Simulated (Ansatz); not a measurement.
`C=NB(C)[SiH3]` + `CN[SiH3]` → `CN([SiH3])[SiH3]` + `C=NBC`  (cleavage of the Si–B bond)

Program: Ansatz. Geometries: PBE0-D4/def2-TZVP. ΔE: electronic, gas phase. CCSD(T)/CBS adds triple-zeta CCSD(T) − MP2 to the extrapolated MP2 energy (def2 sets, frozen cores). Functionals use def2-TZVPP. B3LYP here is the variant with VWN-RPA as its local correlation; programs differ in this. One conformer a species, not always the lowest.

```csv
level,ΔE (kJ/mol),difference from CCSD(T)/CBS
PBE0-D4,-49.5,12.8
B3LYP-D4,-59.1,3.2
ωB97M-V,-64.4,-2.1
B2PLYP,-61.2,1.1
PBE,-40.2,22.1
r2SCAN,-53.4,8.9
B3LYP,-55.1,7.2
HF/def2-TZVPP,-74.3,-12.0
MP2/def2-TZVPP,-68.4,-6.1
SCS-MP2/def2-TZVPP,-69.9,-7.6
CCSD/def2-TZVPP,-63.9,-1.6
CCSD(T)/def2-TZVPP,-62.0,0.3
HF/def2-QZVPP,-75.7,-13.4
MP2/def2-QZVPP,-69.0,-6.7
HF/CBS(def2),-75.9,-13.6
CCSD/CBS(def2),-64.3,-2.0
CCSD(T)/CBS,-62.3,0
```

Largest T1 diagnostic among the species: 0.015.

In def2-TZVPP, CCSD(T) changes the Hartree–Fock value by +12.3 kJ/mol (the triples alone add +1.9 kJ/mol) and MP2 by +6.0 kJ/mol. The D4 term adds −4.0 kJ/mol with B3LYP and −1.9 kJ/mol with PBE0; it sums over pairs of atoms, weighted by their polarisabilities, and B3LYP, whose exchange is more repulsive, gets the larger term.
